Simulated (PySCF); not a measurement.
## B3LYP on V⁺ (vanadium, charge +1)

Configuration: [Ar] 3d4, high-spin 5D determinant. All numbers are calculated (PySCF 2.14, no relativity, point nucleus, in def2-SVP).

| Property | Result |
| --- | --- |
| Total energy | -943.542 hartree |
| One-electron energy | -1292.659 hartree |
| Hartree (Coulomb) energy | 394.480 hartree |
| Exchange-correlation energy | -45.363 hartree |
| Kinetic energy | 942.85890 hartree |
| ⟨S²⟩ | 6.0003 |
| ⟨L²⟩ | 6.006 |
| Sum of ⟨r⟩ | 16.30 bohr |
| Sum of ⟨r²⟩ | 21.14 bohr² |
| Traceless quadrupole moment −½Σ⟨3z² − r²⟩ along its main axis | -0.799 e·bohr² |
| Density at the nucleus (Gaussians lack the cusp) | 7680 bohr⁻³ |
| Spin density at the nucleus | 0.0437 bohr⁻³ |
| Langevin diamagnetic susceptibility | -16.7 ×10⁻⁶ cm³/mol |
| Time after the integrals | 0.69 s of wall time on 1 thread of Neoverse-V2 (shared host) |

```tsv
shell	electrons	mean orbital energy (eV)	spread (eV)	rms radius, mean of both spins (bohr)
1s α	1	-5358.6	0	0.0776
1s β	1	-5358.6	0	0.0776
2s α	1	-606.93	0	0.337
2s β	1	-605.73	0	0.337
2p α	3	-511.88	0.316	0.305
2p β	3	-510.87	0.586	0.305
3s α	1	-75.712	0	1.03
3s β	1	-71.861	0	1.03
3p α	3	-49.706	0.282	1.12
3p β	3	-45.574	1.428	1.12
3d α	4	-10.374	1.046	1.63
```
